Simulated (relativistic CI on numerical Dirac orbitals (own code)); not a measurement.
# Slater and spin-orbit integrals, Hf LXIV

Method of calculation: Dirac-Coulomb-Breit CI, orbitals from a KLI potential per configuration, model QED (radiative potential, 1s self-energy scaled to tabulated hydrogen-like ionisation energies), unscaled Slater integrals (own radial code, finite nucleus).

Slater integrals F^k, G^k are unscaled and averaged over j, outside the closed core 1s2; ζ comes from projecting the Hamiltonian with its Breit term on Σ l·s of the shell.

- 2s²2p⁵: ζ(2p) = 6.581e+06 cm⁻¹; <r>(2p) = 0.06937, <r^2>(2p) = 0.005876 (bohr units).
- 2p⁶3p: ζ(3p) = 1.8521e+06 cm⁻¹; <r>(3p) = 0.1803, <r^2>(3p) = 0.03769 (bohr units).
- 2s²2p⁴3s: F^2(2p,2p) = 1.3601e+06, ζ(2p) = 6.6594e+06, G^1(2p,3s) = 146510 cm⁻¹; <r>(2p) = 0.06901, <r^2>(2p) = 0.005813, <r>(3s) = 0.1852, <r^2>(3s) = 0.03924 (bohr units).

Averages of the first 10 configurations, taken without configuration mixing, which lowers the lowest level and can move excited configurations by several eV; other configurations of the list can lie among them:

| Configuration | Parity | States | Average energy above the lowest level (eV) |
| --- | --- | --- | --- |
| 2s²2p⁵ | odd | 6 | 409.1 |
| 2s2p⁶ | even | 2 | 1686.6 |
| 2p⁶3s | even | 2 | 11369.8 |
| 2p⁶3p | odd | 6 | 11721.1 |
| 2s²2p⁴3s | even | 30 | 8824.4 |
| 2p⁶3d | even | 10 | 12027.9 |
| 2s²2p⁴3p | odd | 90 | 9186.8 |
| 2s²2p⁴3d | even | 150 | 9493.8 |
| 2s2p⁵3s | odd | 24 | 10067.1 |
| 2s2p⁵3p | even | 72 | 10424.0 |
